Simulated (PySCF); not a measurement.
HO₃V, SMILES [OH][V](=[O])=[O], multiplicity 1.

Coordinates come from a PBE0-D3(BJ)/def2-SVP optimisation. A frequency run showed that this geometry is not a minimum. The multiplicity is an assumed one; other spin states were not compared. The values are those of a single conformer.

All values below come from PBE0-D3(BJ)/def2-SVP (PySCF 2.14.0).

Frequencies are harmonic and unscaled.

| mode | ν (cm⁻¹) | IR (km/mol) | moving atoms (share of kinetic energy) |
|---|---|---|---|
| 1 | 374i | 207.5 | H 87 %, O 12 % |
| 2 | 155 | 47.5 | O 45 %, V 37 %, H 19 % |
| 3 | 263 | 0.5 | O 80 %, V 14 % |
| 4 | 400 | 5.7 | O 89 % |
| 5 | 470 | 202.0 | H 68 %, O 25 % |
| 6 | 821 | 108.6 | O 71 %, V 22 % |
| 7 | 1129 | 277.6 | O 69 %, V 31 % |
| 8 | 1136 | 136.4 | O 78 %, V 22 % |
| 9 | 3985 | 304.0 | H 94 % |
